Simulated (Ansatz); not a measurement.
Consider the cleavage of the Al–Al bond: `C[SiH2][Al]([AlH2])[AlH2]` + `C=C[SiH2]S` → `C=C[SiH2][S][AlH2]` + `C[SiH2][AlH][AlH2]`.

Program: Ansatz. Geometries: PBE0-D4/def2-TZVP. ΔE: electronic, gas phase. CCSD(T)/CBS adds triple-zeta CCSD(T) − MP2 to the extrapolated MP2 energy (def2 sets, frozen cores). Functionals use def2-TZVPP. B3LYP here is the variant with VWN-RPA as its local correlation; programs differ in this. Each species was taken in one conformer, which may not be the lowest.

```json
{"level": "B3LYP-D4", "ΔE (kJ/mol)": "-108.7"}
{"level": "ωB97M-V", "ΔE (kJ/mol)": "-117.2"}
{"level": "r2SCAN", "ΔE (kJ/mol)": "-104.4"}
{"level": "SCS-MP2/def2-TZVPP", "ΔE (kJ/mol)": "-114.6"}
{"level": "MP2/def2-QZVPP", "ΔE (kJ/mol)": "-120.9"}
{"level": "HF/CBS(def2)", "ΔE (kJ/mol)": "-111.4"}
{"level": "MP2/CBS(def2)", "ΔE (kJ/mol)": "-122.8"}
{"level": "CCSD/CBS(def2)", "ΔE (kJ/mol)": "-109.5"}
```

(1) What does CCSD(T)/CBS give? (An estimate is asked.)

Largest T1 diagnostic among the species: 0.013.

Answers

(1) The calculation gave: -109.5 kJ/mol. The listed levels differ from it by 0.8, -7.7, 5.1, -5.1, -11.4, -1.9, -13.3, 0.0 kJ/mol.

From PBE to PBE0 (25 % exact exchange), in def2-TZVPP and without D4, ΔE moves by −6.6 kJ/mol. The D4 term adds −8.2 kJ/mol with B3LYP and −4.2 kJ/mol with PBE0; it sums over pairs of atoms, weighted by their polarisabilities, and B3LYP, whose exchange is more repulsive, gets the larger term.
